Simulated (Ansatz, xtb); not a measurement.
CH3FGa−: which of two structures lies lower

We compare a, a singlet given by its coordinates, with b, a singlet given by its coordinates. Both are isolated ions in the gas phase, relaxed with r2SCAN-D4/def2-SVPD.

a (Å):

```yaml
atoms:
  - { symbol: C, position_ang: [-0.9420, -1.0092, -0.7856] }
  - { symbol: F, position_ang: [-0.5539, 2.0722, -0.0606] }
  - { symbol: Ga, position_ang: [-0.0474, 0.5685, -1.0073] }
  - { symbol: H, position_ang: [-0.6587, -1.9150, -1.3372] }
  - { symbol: H, position_ang: [1.1745, 1.0564, -1.8816] }
  - { symbol: H, position_ang: [-1.7924, -1.1349, -0.1038] }
```

Close contacts (Å): C1–Ga3 1.83, F2–Ga3 1.85, C1–H4 1.10, C1–H6 1.10, Ga3–H5 1.58.

b (Å):

```xyz
6

C     0.7277   -0.6404   -0.0900
F    -1.1350    1.4936   -0.7437
Ga   -1.3339   -0.2971   -0.1564
H     1.1592   -0.4597   -1.0946
H     1.1982    0.0973    0.5900
H     1.0268   -1.6537    0.2379
```

Close contacts (Å): C1–Ga3 2.09, F2–Ga3 1.90, C1–H4 1.11, C1–H5 1.11, C1–H6 1.11.

Q: Estimate which is lower in electronic energy at CCSD(T)/def2-SVPD + ΔMP2/def2-TZVPPD, and by roughly how much.

A: The CCSD(T)/def2-SVPD + ΔMP2/def2-TZVPPD calculation puts structure b lower, by 18.8 kcal/mol.

The same difference at several levels:

| level | geometry | E(b) − E(a) (kcal/mol) | departure from the last row (kcal/mol) | job, with rough time for the two |
| --- | --- | --- | --- | --- |
| GFN2-xTB | GFN2-xTB | −26.7 | −7.9 | optimisation, 0.26 s |
| HF/STO-3G | GFN2-xTB | −45.4 | −26.6 | single point, 1.2 s |
| r2SCAN-D4/def2-SVPD//GFN2-xTB | GFN2-xTB | −29.1 | −10.3 | single point, 4.8 s |
| r2SCAN-D4/def2-SVPD | r2SCAN-D4/def2-SVPD | −19.7 | −0.8 | optimisation, 71 s |
| HF/def2-SVPD | r2SCAN-D4/def2-SVPD | −24.3 | −5.4 | part of the CCSD(T) run |
| MP2/def2-SVPD | r2SCAN-D4/def2-SVPD | −16.9 | +1.9 | part of the CCSD(T) run |
| CCSD(T)/def2-SVPD | r2SCAN-D4/def2-SVPD | −19.4 | −0.5 | single point |
| CCSD(T)/def2-SVPD + ΔMP2/def2-TZVPPD | r2SCAN-D4/def2-SVPD | −18.8 |  | single point, 42 s |

None of the levels shown reverses the order. The largest departure from CCSD(T)/def2-SVPD + ΔMP2/def2-TZVPPD is that of HF/STO-3G, 26.6 kcal/mol. The last row adds to CCSD(T) the change of the MP2 difference between the two basis sets, here +0.5 kcal/mol.

With harmonic frequencies from r2SCAN-D4/def2-SVPD (ideal gas, rigid rotor, one conformer each, 298.15 K, 1 atm): on the last row, ΔE + ΔZPE = −16.5, ΔH = −16.3, ΔG = −17.1 kcal/mol.

The correlated steps freeze 11 core orbitals; the filled d shell of Ga is correlated, in a basis made for valence electrons. Programs: Ansatz 0.2.0, xtb 6.7.1; the last row on 1 thread of Intel(R) Xeon(R) Platinum 8259CL CPU @ 2.50GHz (Skylake/Cascade Lake) on a shared host.
